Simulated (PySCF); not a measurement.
C$_{3}$H$_{9}$SSi, doublet, geometry from GFN2-xTB; MP2/6-31G* run with PySCF.

Input for PySCF:
```python
from pyscf import gto, scf, mp

mol = gto.Mole()
mol.atom = '''
    C    -0.65581910    1.47443797   -1.21466416
    Si   -0.06314066   -0.07709093   -0.27769055
    C     1.51624336   -0.77988421   -1.08271036
    C    -1.43721760   -1.39878350   -0.23934351
    S     0.39453478    0.48170308    1.73515090
    H    -0.89939338    1.23332074   -2.24460081
    H    -1.54195054    1.89709658   -0.75084446
    H     0.11073349    2.24341738   -1.22277179
    H     1.87634128   -1.65065181   -0.54318165
    H     1.32639151   -1.07675845   -2.10938335
    H     2.31359264   -0.04286782   -1.08894708
    H    -1.70011851   -1.71096520   -1.24515718
    H    -2.33442814   -1.01686300    0.23830482
    H    -1.11899547   -2.27832619    0.31214292
'''
mol.basis = '6-31g*'
mol.spin = 1
mol.verbose = 4
mol.build()

mf = scf.UHF(mol)
mf.kernel()

pt = mp.MP2(mf)
pt.kernel()
print('E(MP2) = %.10f' % pt.e_tot)
```

**Question.** What does PySCF print? Leave out banner, timings and long lists.

**Answer.** 
```
PySCF version 2.14.0

[INPUT] verbose = 4
[INPUT] num. atoms = 14
[INPUT] num. electrons = 57
[INPUT] charge = 0
[INPUT] spin (= nelec alpha-beta = 2S) = 1
[INPUT] symmetry False subgroup None
[INPUT] Mole.unit = angstrom
[INPUT] Symbol           X                Y                Z      unit          X                Y                Z       unit  Magmom
[INPUT]  1 C     -0.655819100000   1.474437970000  -1.214664160000 AA   -1.239318486259   2.786283950960  -2.295382595725 Bohr   0.0
[INPUT]  2 Si    -0.063140660000  -0.077090930000  -0.277690550000 AA   -0.119318554724  -0.145680744388  -0.524759086880 Bohr   0.0
[INPUT]  3 C      1.516243360000  -0.779884210000  -1.082710360000 AA    2.865284688590  -1.473767565773  -2.046026052629 Bohr   0.0
[INPUT]  4 C     -1.437217600000  -1.398783500000  -0.239343510000 AA   -2.715947645405  -2.643317722561  -0.452293683592 Bohr   0.0
[INPUT]  5 S      0.394534780000   0.481703080000   1.735150900000 AA    0.745562680816   0.910286894559   3.278959985793 Bohr   0.0
[INPUT]  6 H     -0.899393380000   1.233320740000  -2.244600810000 AA   -1.699607166447   2.330638422346  -4.241680789877 Bohr   0.0
[INPUT]  7 H     -1.541950540000   1.897096580000  -0.750844460000 AA   -2.913864218225   3.584992968049  -1.418890391547 Bohr   0.0
[INPUT]  8 H      0.110733490000   2.243417380000  -1.222771790000 AA    0.209255968917   4.239444431289  -2.310703795944 Bohr   0.0
[INPUT]  9 H      1.876341280000  -1.650651810000  -0.543181650000 AA    3.545771135416  -3.119279847918  -1.026464554389 Bohr   0.0
[INPUT] 10 H      1.326391510000  -1.076758450000  -2.109383350000 AA    2.506516687848  -2.034778572811  -3.986156823218 Bohr   0.0
[INPUT] 11 H      2.313592640000  -0.042867820000  -1.088947080000 AA    4.372056453409  -0.081008439357  -2.057811745345 Bohr   0.0
[INPUT] 12 H     -1.700118510000  -1.710965200000  -1.245157180000 AA   -3.212758363204  -3.233255636662  -2.353006052236 Bohr   0.0
[INPUT] 13 H     -2.334428140000  -1.016863000000   0.238304820000 AA   -4.411429842078  -1.921592576204   0.450330843964 Bohr   0.0
[INPUT] 14 H     -1.118995470000  -2.278326190000   0.312142920000 AA   -2.114594972929  -4.305412521524   0.589864630522 Bohr   0.0

nuclear repulsion = 285.985268186605
number of shells = 52
number of NR pGTOs = 219
number of NR cGTOs = 96
basis = 6-31g*
ecp = {}

******** <class 'pyscf.scf.uhf.UHF'> ********
method = UHF
initial guess = minao
damping factor = 0
level_shift factor = 0
DIIS = <class 'pyscf.scf.diis.CDIIS'>
diis_start_cycle = 1
diis_space = 8
diis_damp = 0
SCF conv_tol = 1e-09
SCF conv_tol_grad = None
SCF max_cycles = 50
direct_scf = True
direct_scf_tol = 1e-13
number electrons alpha = 29  beta = 28
Set gradient conv threshold to 3.16228e-05
init E= -805.557876279806

cycle= 1 E= -805.17746589385  delta_E= 0.38  |g|= 0.303  |ddm|= 2.12
cycle= 2 E= -805.275509583955  delta_E= -0.098  |g|= 0.177  |ddm|= 0.598
cycle= 3 E= -805.302518153097  delta_E= -0.027  |g|= 0.0561  |ddm|= 0.27
cycle= 4 E= -805.310502923738  delta_E= -0.00798  |g|= 0.02  |ddm|= 0.144
cycle= 5 E= -805.311571816602  delta_E= -0.00107  |g|= 0.00824  |ddm|= 0.0546
cycle= 6 E= -805.311730087219  delta_E= -0.000158  |g|= 0.00414  |ddm|= 0.0227
cycle= 7 E= -805.311767957225  delta_E= -3.79e-05  |g|= 0.00173  |ddm|= 0.0134
cycle= 8 E= -805.311774664907  delta_E= -6.71e-06  |g|= 0.000655  |ddm|= 0.00584
cycle= 9 E= -805.3117755069  delta_E= -8.42e-07  |g|= 0.000255  |ddm|= 0.00199
cycle= 10 E= -805.311775653417  delta_E= -1.47e-07  |g|= 0.000123  |ddm|= 0.000779
cycle= 11 E= -805.311775696549  delta_E= -4.31e-08  |g|= 6.22e-05  |ddm|= 0.000404
cycle= 12 E= -805.311775709803  delta_E= -1.33e-08  |g|= 3.29e-05  |ddm|= 0.00022
cycle= 13 E= -805.311775714794  delta_E= -4.99e-09  |g|= 1.88e-05  |ddm|= 0.000137
cycle= 14 E= -805.311775716879  delta_E= -2.08e-09  |g|= 1.12e-05  |ddm|= 9.14e-05
cycle= 15 E= -805.311775717741  delta_E= -8.62e-10  |g|= 5.34e-06  |ddm|= 7.21e-05
Extra cycle  E= -805.31177571781  delta_E= -6.87e-11  |g|= 3.93e-06  |ddm|= 1.02e-05
converged SCF energy = -805.31177571781  <S^2> = 0.75709765  2S+1 = 2.0070851

******** <class 'pyscf.mp.ump2.UMP2'> ********
nocc = (np.int64(29), np.int64(28)), nmo = (96, 96)
E(UMP2) = -805.900148015422  E_corr = -0.588372297612474
E(SCS-UMP2) = -805.898872854072  E_corr = -0.58709713626222
E_corr(same-spin) = -0.13724956254548
E_corr(oppo-spin) = -0.451122735066995
E(MP2) = -805.9001480154
```
